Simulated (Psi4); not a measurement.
AsF$_{3}$, charge +1, doublet, geometry from GFN2-xTB of the parent state (a state made from the parent by changing its charge; the spin is typed, not shown lowest); BLYP/cc-pVDZ (Psi4).

Psi4 was given this input:
```
memory 2 GB

molecule {
1 2
F    -0.84302752   -1.17072944   -0.50769894
As    0.01319427   -0.00551619    0.42391172
F     1.41634737   -0.12051314   -0.56435604
F    -0.62169883    1.31146860   -0.48228800
}

set {
  basis cc-pvdz
  reference uks
}

energy('blyp')
print_variables()
```

It wrote (shortened):

```
   => Loading Basis Set <=

    Name: CC-PVDZ
    Role: ORBITAL
    Keyword: BASIS

         ---------------------------------------------------------
                                   SCF
               by Justin Turney, Rob Parrish, Andy Simmonett
                          and Daniel G. A. Smith
                              UKS Reference
         ---------------------------------------------------------

  ==> Geometry <==

    Molecular point group: c1
    Full point group: C1

    Geometry (in Angstrom), charge = 1, multiplicity = 2:

       Center              X                  Y                   Z               Mass
    ------------   -----------------  -----------------  -----------------  -----------------
         F           -0.843553703009    -1.170509455377    -0.524604348284    18.998403162730
         AS           0.012668086991    -0.005296205377     0.407006311716    74.921594570000
         F            1.415821186991    -0.120293155377    -0.581261448284    18.998403162730
         F           -0.622225013009     1.311688584623    -0.499193408284    18.998403162730

  Running in c1 symmetry.

  Rotational constants: A =      0.19209  B =      0.19209  C =      0.14286 [cm^-1]
  Rotational constants: A =   5758.82026  B =   5758.82023  C =   4282.94820 [MHz]
  Nuclear repulsion =  325.708044190184864

  Charge       = 1
  Multiplicity = 2
  Electrons    = 59
  Nalpha       = 30
  Nbeta        = 29

  ==> Algorithm <==

  SCF Algorithm Type is DF.
  DIIS enabled.
  MOM disabled.
  Fractional occupation disabled.
  Guess Type is SAD.
  Energy threshold   = 1.00e-06
  Density threshold  = 1.00e-06
  Integral threshold = 1.00e-12

  ==> Primary Basis <==

  Basis Set: CC-PVDZ
    Blend: CC-PVDZ
    Number of shells: 29
    Number of basis functions: 69
    Number of Cartesian functions: 74
    Spherical Harmonics?: true
    Max angular momentum: 2

  ==> DFT Potential <==

   => LibXC <=

    Version 7.1.2
    S. Lehtola, C. Steigemann, M. J. T. Oliveira, and M. A. L. Marques,  SoftwareX 7, 1–5 (2018) (10.1016/j.softx.2017.11.002)

   => Composite Functional: BLYP <=

    BLYP GGA Exchange-Correlation Functional

    P.J. Stephens et. al., J. Phys. Chem., 98, 11623-11627, 1994
    B. Miehlich et. al., Chem. Phys. Lett., 157(3), 200-206 1989

    Deriv               =              1
    GGA                 =           TRUE
    Meta                =          FALSE

    Exchange Hybrid     =          FALSE
[...]
      Ntotal   =   59.0000741006 ; deviation = 7.410e-05

   @Spin Contamination Metric:   2.295424091E-03
   @S^2 Expected:                7.500000000E-01
   @S^2 Observed:                7.522954241E-01
   @S   Expected:                5.000000000E-01
   @S   Observed:                5.000000000E-01

    Orbital Energies [Eh]
    ---------------------

    Alpha Occupied:

[...]
    Alpha Virtual:

[...]
    Beta Occupied:

[...]
    Beta Virtual:

[...]
      69A      3.436793

    Final Occupation by Irrep:
              A
    DOCC [    29 ]
    SOCC [     1 ]
    NA   [    30 ]
    NB   [    29 ]

  @DF-UKS Final Energy: -2535.03740840805312

   => Energetics <=

    Nuclear Repulsion Energy =            325.7080441901848644
    One-Electron Energy =               -4160.5520782464955118
    Two-Electron Energy =                1413.9277177964845578
    DFT Exchange-Correlation Energy =    -114.1210921482271345
    Empirical Dispersion Energy =           0.0000000000000000
    VV10 Nonlocal Energy =                  0.0000000000000000
    Total Energy =                      -2535.0374084080531247

  UHF NO Occupations:
  HONO-2 :   28  A 1.9996779
  HONO-1 :   29  A 1.9995689
  HONO-0 :   30  A 1.0000000
  LUNO+0 :   31  A 0.0004311
  LUNO+1 :   32  A 0.0003221
  LUNO+2 :   33  A 0.0003220
  LUNO+3 :   34  A 0.0000128

Computation Completed

Properties will be evaluated at   0.000000,   0.000000,   0.000000 [a0]

Properties computed using the SCF density matrix

 Multipole Moments:

 ------------------------------------------------------------------------------------
     Multipole            Electronic (a.u.)      Nuclear  (a.u.)        Total (a.u.)
 ------------------------------------------------------------------------------------

 L = 1.  Multiply by 2.5417464519 to convert [e a0] to [Debye]
 Dipole X            :          0.0974092           -0.0596603            0.0377488
 Dipole Y            :         -0.0408205            0.0249425           -0.0158781
 Dipole Z            :          3.1305544           -1.9167956            1.2137588
 Magnitude           :                                                    1.2144494

 ------------------------------------------------------------------------------------

  Variable Map:
  ----------------------------------------------------------------------------
[...]
  Array Variable Map:
  ----------------------------------------------------------------------------
[...]
[...]
```
